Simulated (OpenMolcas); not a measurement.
A calculation on Xe IV.

* Program: OpenMolcas 26.06
* Method: XMS-RASPT2, IPEA 0.25 Eh, imaginary shift 0.1 Eh (closed shells correlated: 4d)
* Basis: ANO-RCC-VTZP [7s6p4d2f1g]
* Scalar Hamiltonian: DKH2, point nucleus
* Active space: 5 electrons in 9 orbitals (RAS2 5s 5p; RAS3 5d, at most 2 electrons)
* State averaging: 2S+1 = 4 odd, 1 root; 2S+1 = 2 odd, 11 roots; 2S+1 = 4 even, 3 roots; 2S+1 = 2 even, 9 roots
* Spin-orbit coupling: state interaction with AMFI integrals over the reference wave functions, term energies averaged over their components

**Question.** Which level of the active space comes out lowest?

**Answer.** 5s2 5p3 4S* 3/2, with 89 % of that term; it is also the measured ground level.

**Question.** How high does 5s2 5p3 2P* 1/2 lie?

**Answer.** 28470 cm-1 above the lowest level; measured 28036 cm-1 above the ground level, so the calculation is off by +2 %.

**Question.** How high does 5s 5p4 4P 5/2 lie?

**Answer.** 99520 cm-1 above the lowest level; measured 99664 cm-1 above the ground level, so the calculation is off by 0 %.

**Question.** How high does 5s2 5p3 2D* 3/2 lie?

**Answer.** 13530 cm-1 above the lowest level; measured 13267 cm-1 above the ground level, so the calculation is off by +2 %.

**Question.** The level at 34390 cm-1 has J = 3/2. What is it made of, and what is its g factor?

**Answer.** 77 % 5s2 5p3 2P* 3/2, 19 % 5s2 5p3 2D*, 4 % 5s2 5p3 4S*; g = 1.263, against 1.334 from Landé's formula for the pure leading term.

Measured values: Saloman, J. Phys. Chem. Ref. Data 33, 765 (2004).

CASPT2 breaks the degeneracy within a term, and the mean is taken; among the terms shown or strongly mixed into the levels shown the widest spread is 69 cm-1 (5s2 5p3 2D*). The run also gave levels led by 5s2 5p2 5d, which use shells meant for correlation; these and all levels above them are left out. Some terms mix strongly with configurations of 5d, whose occupation reaches 0.28 (5s 5p4 4P, 5s 5p4 2D). Computed and measured levels are paired by configuration, term and J; levels that our copy of the source lacks, or whose pairing is in doubt (as where it misses far off the trend of its configuration), stay unpaired and out of the deviations. Only configurations of the active space appear.

* marks odd parity.
